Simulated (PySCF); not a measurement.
Isomers of C9H10F2, mass 156.075 u with the commonest isotopes. Method: PBE0-D3(BJ)/def2-SVP geometry optimisation, gas phase (PySCF 2.14.0). One conformer each, none proved a minimum here; rigid rotors.

Question: Order these by rotational constant B, smallest first.
A. `[CH3:1][CH2:2][C:3]([F:4])([F:5])[c:6]1[cH:7][cH:8][cH:9][cH:10][cH:11]1` with C1–C2–C3–F4 58°, C2–C3–C6–C7 92°
B. `C#C[C@@H]1C[C@H]2C[C@H]([C@@H]2F)[C@@H]1F`
C. `[CH3:1][C:2]([F:3])([F:4])[CH2:5][c:6]1[cH:7][cH:8][cH:9][cH:10][cH:11]1` with C1–C2–C5–C6 -56°, C2–C5–C6–C7 106°

Answer: C (651.4 MHz), A (694.5 MHz), B (809.7 MHz).

Question: Order these by rotational constant A, largest first.
A. `C#C[C@@H]1C[C@H]2C[C@H]([C@@H]2F)[C@@H]1F`
B. `[CH3:1][C:2]([F:3])([F:4])[CH2:5][c:6]1[cH:7][cH:8][cH:9][cH:10][cH:11]1` with C1–C2–C5–C6 -56°, C2–C5–C6–C7 106° (PhCH2CF2CH3)
C. `[CH3:1][CH2:2][C:3]([F:4])([F:5])[c:6]1[cH:7][cH:8][cH:9][cH:10][cH:11]1` with C1–C2–C3–F4 58°, C2–C3–C6–C7 92° (PhCF2CH2CH3)

Answer: B (2515 MHz), C (2421 MHz), A (2262 MHz).

Question: Order these by radius of gyration √(Σ m r²/M), largest first.
A. `[CH3:1][CH2:2][C:3]([F:4])([F:5])[c:6]1[cH:7][cH:8][cH:9][cH:10][cH:11]1` with C1–C2–C3–F4 58°, C2–C3–C6–C7 92°
B. `[CH3:1][C:2]([F:3])([F:4])[CH2:5][c:6]1[cH:7][cH:8][cH:9][cH:10][cH:11]1` with C1–C2–C5–C6 -56°, C2–C5–C6–C7 106° (PhCH2CF2CH3)
C. `C#C[C@@H]1C[C@H]2C[C@H]([C@@H]2F)[C@@H]1F`

Answer: B (2.418 Å), A (2.354 Å), C (2.226 Å).

| SMILES | point group | Ia (u·Å²) | Ib (u·Å²) | Ic (u·Å²) | κ | μa (D) | μb (D) | μc (D) |
| --- | --- | --- | --- | --- | --- | --- | --- | --- |
| CCC(F)(F)c1ccccc1 | near Cs | 208.71 | 727.72 | 793.12 | -0.94 | 1.03 | 0.13 | 1.86 |
| CC(F)(F)Cc1ccccc1 | C1 | 200.98 | 775.88 | 848.82 | -0.94 | 1.54 | 1.26 | 0.44 |
| C#C[C@@H]1C[C@H]2C[C@H]([C@@H]2F)[C@@H]1F | C1 | 223.40 | 624.18 | 698.87 | -0.89 | 0.61 | 1.62 | 1.34 |
